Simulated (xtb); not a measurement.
C$_{2}$H$_{6}$Si (SMILES C[Si]C), singlet, from a rough starting geometry; xtb with GFN2-xTB.

The xtb input:
```
$ xtb mol.xyz --gfn 2 --opt vtight --json

# file mol.xyz
9

Si    -0.01820879     0.04236597     1.27497958
C      0.60037809     1.34141904     0.02725945
H      0.13366311     2.31322824     0.24856403
H      0.38780949     1.06149122    -1.01795395
H      1.61680247     1.53731897     0.15399325
C     -0.62500138    -1.32887859    -0.00186973
H      0.21677792    -1.81830217    -0.44695113
H     -1.28557296    -0.96135391    -0.77596561
H     -1.14494171    -2.12085614     0.55718161
```

Output, abridged:

```
   ID    Z sym.   atoms
    1   14 Si     1
    2    6 C      2, 6
    3    1 H      3-5, 7-9

           -------------------------------------------------
          |                Calculation Setup                |
           -------------------------------------------------

           -------------------------------------------------
          |                 G F N 2 - x T B                 |
           -------------------------------------------------

          ...................................................
          :                      SETUP                      :
          :.................................................:
          :  # basis functions                  24          :
          :  # atomic orbitals                  23          :
          :  # shells                           13          :
          :  # electrons                        18          :
          :  max. iterations                   250          :
          :  Hamiltonian                  GFN2-xTB          :
          :  restarted?                      false          :
          :  GBSA solvation                  false          :
          :  PC potential                    false          :
          :  electronic temp.          300.0000000     K    :
          :  accuracy                    1.0000000          :
          :  -> integral cutoff          0.2500000E+02      :
          :  -> integral neglect         0.1000000E-07      :
          :  -> SCF convergence          0.1000000E-05 Eh   :
          :  -> wf. convergence          0.1000000E-03 e    :
          :  Broyden damping             0.4000000          :
          :  net charge                          0          :
          :  unpaired electrons                  0          :
          ...................................................

 iter      E             dE          RMSdq      gap      omega  full diag
   1     -9.1092245 -0.910922E+01  0.850E+00    1.83       0.0  T
   2     -9.1149968 -0.577231E-02  0.562E+00    2.14       1.0  T
   3     -9.1073871  0.760972E-02  0.271E+00    2.11       1.0  T
   4     -9.1167683 -0.938119E-02  0.924E-01    2.31       1.0  T
   5     -9.1178360 -0.106780E-02  0.303E-01    2.43       1.0  T
   6     -9.1180298 -0.193723E-03  0.103E-01    2.40       1.0  T
   7     -9.1180348 -0.501755E-05  0.492E-02    2.40       1.0  T
   8     -9.1180313  0.344426E-05  0.458E-02    2.41       1.0  T
   9     -9.1180363 -0.495805E-05  0.466E-03    2.40       7.1  T
  10     -9.1180363 -0.771464E-08  0.357E-03    2.40       9.3  T
  11     -9.1180363 -0.215436E-07  0.173E-03    2.40      19.3  T
  12     -9.1180363 -0.746212E-08  0.281E-04    2.40     118.7  T
  13     -9.1180363 -0.228734E-09  0.601E-05    2.40     554.8  T

   *** convergence criteria satisfied after 13 iterations ***

         :::::::::::::::::::::::::::::::::::::::::::::::::::::
         ::                     SUMMARY                     ::
         :::::::::::::::::::::::::::::::::::::::::::::::::::::
         :: total energy              -8.990672020922 Eh    ::
         :: gradient norm              0.058140755349 Eh/a0 ::
         :: HOMO-LUMO gap              2.402353713586 eV    ::
         ::.................................................::
         :: SCC energy                -9.118035480502 Eh    ::
         :: -> isotropic ES            0.006960831637 Eh    ::
         :: -> anisotropic ES         -0.002167168165 Eh    ::
         :: -> anisotropic XC         -0.003051335815 Eh    ::
         :: -> dispersion             -0.004060110978 Eh    ::
         :: repulsion energy           0.127363459580 Eh    ::
         :: add. restraining           0.000000000000 Eh    ::
         :: total charge              -0.000000000000 e     ::
         :::::::::::::::::::::::::::::::::::::::::::::::::::::

      -----------------------------------------------------------
     |                   =====================                   |
[...]
 * total energy  :    -8.9947451 Eh     change       -0.4399207E-05 Eh
 * total energy  :    -8.9947476 Eh     change       -0.2451307E-05 Eh
 * total energy  :    -8.9947511 Eh     change       -0.3487309E-05 Eh
 * total energy  :    -8.9947551 Eh     change       -0.4075165E-05 Eh
 * total energy  :    -8.9947469 Eh     change        0.8245746E-05 Eh
 * total energy  :    -8.9947580 Eh     change       -0.1109389E-04 Eh
 * total energy  :    -8.9947597 Eh     change       -0.1691767E-05 Eh
 * total energy  :    -8.9947618 Eh     change       -0.2129198E-05 Eh
 * total energy  :    -8.9947643 Eh     change       -0.2518917E-05 Eh
 * total energy  :    -8.9947651 Eh     change       -0.7786808E-06 Eh
 * total energy  :    -8.9947653 Eh     change       -0.1639779E-06 Eh
 * total energy  :    -8.9947653 Eh     change       -0.5693945E-07 Eh
   *** GEOMETRY OPTIMIZATION CONVERGED AFTER 45 ITERATIONS ***
         :: total energy              -8.994765315109 Eh    ::
[...]
         6        2.0000           -0.4467551             -12.1568
         7        2.0000           -0.4463387             -12.1455
         8        2.0000           -0.3770332             -10.2596
         9        2.0000           -0.3152935              -8.5796 (HOMO)
        10                         -0.2288576              -6.2275 (LUMO)
        11                         -0.1543287              -4.1995
        12                         -0.0973104              -2.6480
        13                         -0.0162859              -0.4432
        14                         -0.0128391              -0.3494
        15                         -0.0024436              -0.0665
        16                          0.1968529               5.3566
        17                          0.2179355               5.9303
        18                          0.2249937               6.1224
        19                          0.2288243               6.2266
        20                          0.2310222               6.2864
       ...                                ...                  ...
        23                          0.4813053              13.0970
      -------------------------------------------------------------
                  HL-Gap            0.0864360 Eh            2.3520 eV
             Fermi-level           -0.2720756 Eh           -7.4036 eV

     #   Z          covCN         q      C6AA      α(0)
     1  14 Si       1.741     0.333   187.679    29.117
     2   6 C        3.644    -0.196    24.756     7.152
     3   1 H        0.925    -0.000     3.062     2.736
     4   1 H        0.924     0.015     2.807     2.620
     5   1 H        0.924     0.014     2.819     2.626
     6   6 C        3.644    -0.196    24.756     7.152
     7   1 H        0.924     0.015     2.804     2.619
     8   1 H        0.924     0.014     2.823     2.627
     9   1 H        0.925    -0.000     3.062     2.736

 Mol. C6AA /au·bohr⁶  :       1114.827183
 Mol. C8AA /au·bohr⁸  :      40746.867965
 Mol. α(0) /au        :         59.385944

Wiberg/Mayer (AO) data.
largest (>0.10) Wiberg bond orders for each atom

 ---------------------------------------------------------------------------
     #   Z sym  total        # sym  WBO       # sym  WBO       # sym  WBO
 ---------------------------------------------------------------------------
     1  14 Si   1.999 --     2 C    0.968     6 C    0.968
     2   6 C    3.963 --     3 H    0.996     5 H    0.982     4 H    0.982
                             1 Si   0.968
     3   1 H    1.000 --     2 C    0.996
     4   1 H    1.000 --     2 C    0.982
     5   1 H    1.000 --     2 C    0.982
     6   6 C    3.963 --     9 H    0.996     8 H    0.983     7 H    0.982
                             1 Si   0.968
     7   1 H    1.000 --     6 C    0.982
     8   1 H    1.000 --     6 C    0.983
     9   1 H    1.000 --     6 C    0.996
 ---------------------------------------------------------------------------

Topologies differ in total number of bonds
Writing topology from bond orders to xtbtopo.mol

molecular dipole:
                 x           y           z       tot (Debye)
 q only:       -0.247       0.111       0.662
   full:        0.113      -0.051      -0.304       0.834
molecular quadrupole (traceless):
                xx          xy          yy          xz          yz          zz
 q only:        0.132      -1.642      -2.972      -0.921       0.446       2.840
  q+dip:        0.976      -0.549      -0.117       0.945      -0.406      -0.859
   full:        2.252      -0.956       0.346       2.384      -1.036      -2.598

optimized geometry written to: xtbopt.xyz

           -------------------------------------------------
          | TOTAL ENERGY               -8.994765315109 Eh   |
          | GRADIENT NORM               0.000054898104 Eh/α |
          | HOMO-LUMO GAP               2.352042531284 eV   |
           -------------------------------------------------

normal termination of xtb
```
